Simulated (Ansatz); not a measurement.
`C=[CH][SnH2][Cl]` + HBr → `C=[CH][SnH2][Br]` + HCl  (ligand exchange at the Sn–Cl bond)

Gas-phase electronic energies from Ansatz, PBE0-D4/def2-TZVP geometries. CBS: MP2 limit from def2 TZ/QZ plus the TZ coupled-cluster correction, frozen cores. This one scheme is used for every species. Functionals use def2-TZVPP. B3LYP here is the variant with VWN-RPA as its local correlation; programs differ in this. HSE06 is defined as in plane-wave codes. Elements past krypton have def2 core potentials. For Br, Sn outer-core shells are correlated without core-valence functions, which leaves a few kJ/mol of doubt a bond. Scalar relativity is left out up to krypton. One conformer a species, not always the lowest.

```
        level  ΔE (kJ/mol)  difference from CCSD(T)/CBS
       PBE-D4        -14.9                          3.7
       B97M-V        -10.0                          8.6
   r2SCANh-D4        -15.3                          3.3
     HSE06-D4        -16.6                          2.0
     BHLYP-D4        -16.4                          2.2
          PBE        -13.4                          5.2
       revPBE        -11.7                          6.9
        B3LYP        -11.8                          6.8
      r2SCAN0        -15.9                          2.7
CCSD/def2-SVP        -14.2                          4.4
  CCSD(T)/CBS        -18.6                            0
```

Largest T1 diagnostic among the species: 0.012.

At CCSD(T), def2-SVP lies +4.1 kJ/mol from the extrapolated value and def2-TZVPP +3.3 kJ/mol. From BLYP to BHLYP (50 % exact exchange), in def2-TZVPP and without D4, ΔE moves by −3.5 kJ/mol.
